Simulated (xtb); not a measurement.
xtb input (GFN2-xTB):

```bash
xtb mol.xyz --gfn 2 --ohess tight --chrg 1 --uhf 0
```
mol.xyz:
```
12

C     -1.85998880     0.24583181     0.11434942
C     -0.44161434    -0.05368310    -0.22273581
O     -0.04628005    -0.75023998    -1.15668792
O      0.45130249     0.50811233     0.63124555
C      1.81569683     0.30433237     0.36917376
H     -2.48893983    -0.30228538    -0.54565989
H     -2.03050625     1.32502849     0.06180169
H     -2.07125704    -0.18051940     1.13542865
H      2.12955961     0.64241072    -0.63484172
H      2.40438998     0.84927978     1.08683106
H      2.05827607    -0.74730626     0.41650979
H     -0.02594732    -1.77221879    -1.25800230
```

End of the output:

```
       3    225.51    -0.57078 ( 99.76%)    -0.61012 (  0.24%)    -0.57087
       4    245.27    -0.52603 ( 99.83%)    -0.58525 (  0.17%)    -0.52613
   ------------------------------------------------------------------------

   temp. (K)  partition function   enthalpy   heat capacity  entropy
                                   cal/mol     cal/K/mol   cal/K/mol   J/K/mol
 298.15  VIB   39.5                 2322.003     14.964     14.588
         ROT  0.795E+05              888.752      2.981     25.403
         INT  0.314E+07             3210.756     17.945     39.991
         TR   0.630E+27             1481.254      4.968     38.846
         TOT                        4692.0094    22.9129    78.8373   329.8554

       T/K    H(0)-H(T)+PV         H(T)/Eh          T*S/Eh         G(T)/Eh
   ------------------------------------------------------------------------
    298.15    0.747719E-02    0.104921E+00    0.374582E-01    0.674627E-01
   ------------------------------------------------------------------------

         :::::::::::::::::::::::::::::::::::::::::::::::::::::
         ::                  THERMODYNAMIC                  ::
         :::::::::::::::::::::::::::::::::::::::::::::::::::::
         :: total free energy         -17.613004378747 Eh   ::
         ::.................................................::
         :: total energy              -17.680467039469 Eh   ::
         :: zero point energy           0.097443627239 Eh   ::
         :: G(RRHO) w/o ZPVE           -0.029980966518 Eh   ::
         :: G(RRHO) contrib.            0.067462660721 Eh   ::
         :::::::::::::::::::::::::::::::::::::::::::::::::::::

optimized geometry written to: xtbopt.xyz

           -------------------------------------------------
          | TOTAL ENERGY              -17.680467039469 Eh   |
          | TOTAL ENTHALPY            -17.575546219245 Eh   |
          | TOTAL FREE ENERGY         -17.613004378747 Eh   |
          | GRADIENT NORM               0.000408993655 Eh/α |
          | HOMO-LUMO GAP               4.678188584868 eV   |
           -------------------------------------------------

------------------------------------------------------------------------
------------------------------------------------------------------------
 total:
 SCF:
 ANC optimizer:
Note: The following floating-point exceptions are signalling: IEEE_UNDERFLOW_FLAG IEEE_DENORMAL
normal termination of xtb
 analytical hessian:
```

It need not be the lowest isomer of its formula.
